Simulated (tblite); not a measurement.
C5H8N2 (charge +1 and doublet state).
SMILES with atom numbers: `[CH3:1][C:2]1[CH:3]=[N:4][N:5]([CH3:6])[CH+:7]1` (hydrogens: H8, H9, H10 on C1; H11 on C3; H12, H13, H14 on C6; H15 on C7)

Computed geometry: GFN2-xTB, gas phase. This method treats the open shell by occupation alone, without spin polarisation.

Question: What internal coordinates does the optimisation give?

Answer: 
```tsv
bond	length (pm)	order
C1–C2	145.0	single
C2–C3	144.9	single
C3=N4	129.0	double
N4–N5	135.9	single
N5–C6	141.8	single
N5–C7	132.2	single
C2–C7	141.5	single
C1–H8	110.0	single
C1–H9, C1–H10	109.1	single
C3–H11	107.2	single
C6–H12, C6–H13, C6–H14	109.2	single
C7–H15	107.3	single
```

Bonds in one row agree within 1 pm and their mean is given. Orders are formal, as drawn. A selection of angles:
```tsv
angle	degrees
C2–C1–H8	110.8
H8–C1–H9	104.5
H8–C1–H10	106.8
H9–C1–H10	111.9
C1–C2–C3	127.6
C1–C2–C7	129.1
C3–C2–C7	103.0
C2–C3–N4	110.0
C2–C3–H11	127.9
N4–C3–H11	122.0
C3–N4–N5	107.9
N4–N5–C6	118.7
N4–N5–C7	111.5
C6–N5–C7	129.8
N5–C6–H12	109.6
N5–C6–H13	111.0
H12–C6–H13	110.2
H12–C6–H14	106.1
N5–C7–H15	123.3
C2–C7–N5	107.4
C2–C7–H15	129.3
```

Dihedral angles: C1–C2–C3–N4 173° (antiperiplanar); C2–C3–N4–N5 3° (synperiplanar); C3–N4–N5–C6 176° (antiperiplanar); N4–N5–C7–C2 3° (synperiplanar); C1–C2–C7–N5 -176° (antiperiplanar). The mirror-image conformer, all signs reversed, is as good.

The 5-membered ring C2–C3–N4–N5–C7 has internal angles of 103.0° to 111.5°; it is almost planar, 0.02 Å rms from its mean plane, widest ring torsion 4°. C7 (carbon bonded to C, N and H) is planar (angles 129.3°, 123.3° and 107.4°, sum 360.0°, 0.01 Å off the plane of its three neighbours). The C–N distances run from 1.290 Å (C3=N4, drawn double in one of several resonance forms) to 1.418 Å (N5–C6, drawn single), a spread of 0.128 Å. The 3 C–C bonds span 1.415 Å (C2–C7, drawn single) to 1.450 Å (C1–C2, drawn single), a spread of 0.035 Å. N5 (nitrogen bonded to 2 C and N) is planar (angles 129.8°, 118.7° and 111.5°, sum 360.0°, 0.00 Å off the plane of its three neighbours). C2 (carbon bonded to 3 C) is planar (angles 129.1°, 127.6° and 103.0°, sum 359.8°, 0.04 Å off the plane of its three neighbours). C3 (carbon bonded to C, N and H) is planar (angles 127.9°, 122.0° and 110.0°, sum 359.9°, 0.03 Å off the plane of its three neighbours).

GFN2-xTB frequencies show an imaginary mode (39i cm⁻¹), so the point is no minimum at that level. 2 starts were optimised and ended at 0.00 and 0.08 kcal/mol (GFN2-xTB); the lowest of these is shown.
